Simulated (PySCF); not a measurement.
NICS in isomers of C7H10OSSi.

NICS = −σ at a ghost point: NICS(0) at the centroid of the ring atoms, NICS(1) 1 Å to either side along the normal of their mean plane, zz for the tensor component along that normal. Level: GIAO PBE0/pcSseg-1 (PySCF, non-relativistic, gas phase) on the GFN2-xTB geometries, one conformer each. Atom numbers follow the mapped SMILES.

Question: Order these rings by mean NICS(1)zz, lowest (most negative) first (ppm).
A. ring C3–C4–C5–C6–O10 in `[CH3:1][SiH2:2][c:3]1[cH:4][cH:5][c:6]([C:7]([CH3:8])=[S:9])[o:10]1`
B. ring C4–C5–Si6–C8–C9–C10 in `[CH3:1][C:2](=[S:3])[C:4]1=[CH:5][Si@H:6]([OH:7])[CH:8]=[CH:9][CH2:10]1`
C. ring C2–C3–C4–C7 in `[CH2:1]=[C:2]1[CH:3]=[C:4]([O:5][SiH3:6])/[C:7]1=[CH:8]\[S:9][CH3:10]`
D. ring C2–C3–C4–C7 in `[CH2:1]=[C:2]1[CH:3]=[C:4]([O:5][SiH3:6])/[C:7]1=[CH:8]/[S:9][CH3:10]`

Answer: A (-23.3), B (-0.4), C (2.8), D (5.3).

```tsv
SMILES	ring	NICS(0)	NICS(1)	NICS(1)zz	HOMA	rms pucker (Å)	ring atoms with four or more neighbours
C[SiH2]c1ccc(C(C)=S)o1	5-membered ring with O; formal bonds all aromatic	-9.4	-9.8	-23.3	0.53	0.00	0
CC(=S)C1=C[Si@H](O)C=CC1	6-membered ring with Si; formal bonds 2 double, 4 single	-0.4	-2.7	-0.4	–	0.21	2
C=C1C=C(O[SiH3])/C1=C\SC	4-membered carbocycle; formal bonds 1 double, 3 single	-1.0	-2.9	2.8	-0.69	0.00	0
C=C1C=C(O[SiH3])/C1=C/SC	4-membered carbocycle; formal bonds 1 double, 3 single	-0.5	-2.1	5.3	-0.69	0.00	0
```

NICS(0) gives another order. The isotropic NICS(1) gives another order. HOMA uses Krygowski's 1993 parameters; it is left out where a ring has a four-coordinate atom, a triple bond, no multiple bond or a kind of bond without parameters. NICS(1) and NICS(1)zz are means over the two faces.
